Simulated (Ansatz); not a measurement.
Reaction (formal exchange of groups at the Se–C bond): `[SeH]C1CC=N1` + `OCO` → `OC(O)[SeH]` + `C1=NCC1`

Program: Ansatz. Geometries: PBE0-D4/def2-TZVP. ΔE: electronic, gas phase. CBS: MP2 limit from def2 TZ/QZ plus the TZ coupled-cluster correction, frozen cores. This one scheme is used for every species. Functionals use def2-TZVPP. For Se outer-core shells are correlated without core-valence functions, which leaves a few kJ/mol of doubt a bond. Scalar relativity is left out up to krypton. Each species was taken in one conformer, which may not be the lowest.

Question: Is it downhill or uphill in electronic energy at CCSD(T)/CBS, and by how much? (Best estimate.)

Answer: Ansatz gave: Uphill: ΔE = +4.3 kcal/mol.

Question: What do these levels give: PBE-D4, B2PLYP, CCSD/def2-TZVPP, CCSD(T)/def2-TZVPP, SCS-MP2/def2-QZVPP, MP2/CBS(def2)? (An estimate is asked.)

Answer: Computed: PBE-D4 1.7, B2PLYP 3.5, CCSD/def2-TZVPP 4.7, CCSD(T)/def2-TZVPP 4.5, SCS-MP2/def2-QZVPP 5.2, MP2/CBS(def2) 5.1 kcal/mol.

Largest T1 diagnostic among the species: 0.011.

From PBE to PBE0 (25 % exact exchange), in def2-TZVPP and without D4, ΔE moves by +1.0 kcal/mol.
